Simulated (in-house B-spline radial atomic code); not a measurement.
# PBE excitations of N VI (N5+)

Method: PBE. Computed with an all-electron radial atomic-structure program (B-spline basis): linear response of the closed shell 1s2 with the functional's adiabatic kernel; non-relativistic, point nucleus, no spin-orbit coupling, no double excitations, S, P, D and F terms only.

Command:
```bash
python run_td.py task.json out
```
Settings (radii: box in bohr, nucleus in fm):
```
Z                        7
electrons                2
configuration            1s2
hamiltonian              nr
method                   pbe,pbe
box_radius               16.35
intervals                47
```

Cost of the run: 0.1 s on 1 thread of Arm Neoverse N1, with other jobs on the host.

The lowest states, in the order of their Tamm-Dancoff energies; the method's threshold (minus the highest occupied level) is 511.05 eV. Labels give the largest channel, * marks a mixed state, and oscillator strengths are full-response dipole values. Semilocal kernels can invert the small singlet-triplet splittings of Rydberg terms. Energies in eV:

```json
{"state": "1s → 2s 3S", "full response": "404.47", "Tamm-Dancoff": "404.49", "oscillator strength": "-"}
{"state": "1s → 2s 1S", "full response": "410.60", "Tamm-Dancoff": "410.71", "oscillator strength": "-"}
{"state": "1s → 2p 3P", "full response": "411.87", "Tamm-Dancoff": "411.90", "oscillator strength": "-"}
{"state": "1s → 2p 1P", "full response": "415.92", "Tamm-Dancoff": "415.95", "oscillator strength": "0.595"}
{"state": "1s → 3s 3S", "full response": "467.90", "Tamm-Dancoff": "467.90", "oscillator strength": "-"}
{"state": "1s → 3s 1S", "full response": "469.34", "Tamm-Dancoff": "469.36", "oscillator strength": "-"}
{"state": "1s → 3p 3P", "full response": "470.14", "Tamm-Dancoff": "470.15", "oscillator strength": "-"}
{"state": "1s → 3p 1P", "full response": "471.13", "Tamm-Dancoff": "471.13", "oscillator strength": "0.118"}
{"state": "1s → 3d 3D", "full response": "472.17", "Tamm-Dancoff": "472.17", "oscillator strength": "-"}
{"state": "1s → 3d 1D", "full response": "472.21", "Tamm-Dancoff": "472.21", "oscillator strength": "-"}
{"state": "1s → 4s 3S", "full response": "487.64", "Tamm-Dancoff": "487.64", "oscillator strength": "-"}
{"state": "1s → 4s 1S", "full response": "488.20", "Tamm-Dancoff": "488.21", "oscillator strength": "-"}
{"state": "1s → 4p 3P", "full response": "488.56", "Tamm-Dancoff": "488.56", "oscillator strength": "-"}
{"state": "1s → 4p 1P", "full response": "?", "Tamm-Dancoff": "?", "oscillator strength": "?"}
{"state": "1s → 4d 3D", "full response": "489.30", "Tamm-Dancoff": "489.30", "oscillator strength": "-"}
{"state": "1s → 4d 1D", "full response": "?", "Tamm-Dancoff": "?", "oscillator strength": "-"}
```

Problem. Where does 1s → 4d 1D lie?

Solution. At 489.32 eV in full response, 489.32 eV in Tamm-Dancoff.

Problem. Where does 1s → 4p 1P lie?

Solution. At 488.95 eV in full response, 488.95 eV in Tamm-Dancoff, oscillator strength 0.0447.

Problem. How large is the singlet-triplet splitting of 1s → 2s (S terms) in Tamm-Dancoff?

Solution. 6.22 eV, from the unrounded values.

Problem. What polarisabilities and dispersion coefficient does the method give?

Solution. Dipole 0.004794 bohr³, quadrupole 0.0004104 bohr⁵, C6 0.0003137 hartree·bohr⁶ for two such species.
